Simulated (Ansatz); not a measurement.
`O[SiH2][O][AlH2]` + `C/N=C/[SeH]` → `C/N=C\[Se][AlH2]` + `O[SiH2]O`  (ligand exchange at the Al–O bond)

Computed with Ansatz on PBE0-D4/def2-TZVP structures; ΔE is electronic, products minus reactants. CCSD(T)/CBS is the MP2 limit (def2-TZVPP, def2-QZVPP) plus CCSD(T) − MP2 in def2-TZVPP, frozen cores. Double bonds are as drawn, so ΔE can hold a change between cis and trans. DFT in def2-TZVPP. B3LYP here is the variant with VWN-RPA as its local correlation; programs differ in this. For Se outer-core shells are correlated without core-valence functions, which leaves a few kJ/mol of doubt a bond. Scalar relativity is left out up to krypton. Each species was taken in one conformer, which may not be the lowest.

Is it downhill or uphill in electronic energy at CCSD(T)/CBS, and by how much? (An estimate is asked.)

Ansatz gave: Uphill: ΔE = +9.0 kcal/mol.

What do these levels give: PBE-D4, r2SCAN-D4, B3LYP-D4, ωB97X-V, ωB97M-V, r2SCAN, PBE0, B3LYP, CCSD/def2-TZVPP, HF/def2-QZVPP, SCS-MP2/def2-QZVPP, MP2/CBS(def2)? (An estimate is asked.)

Ansatz gave: PBE-D4 6.2, r2SCAN-D4 8.9, B3LYP-D4 10.7, ωB97X-V 10.9, ωB97M-V 10.4, r2SCAN 9.1, PBE0 8.2, B3LYP 12.3, CCSD/def2-TZVPP 11.7, HF/def2-QZVPP 16.3, SCS-MP2/def2-QZVPP 11.2, MP2/CBS(def2) 8.5 kcal/mol.

Largest T1 diagnostic among the species: 0.013.

In def2-TZVPP, CCSD(T) changes the Hartree–Fock value by −5.3 kcal/mol (the triples alone add −1.4 kcal/mol) and MP2 by −5.9 kcal/mol. From PBE to PBE0 (25 % exact exchange), in def2-TZVPP and without D4, ΔE moves by +1.0 kcal/mol.
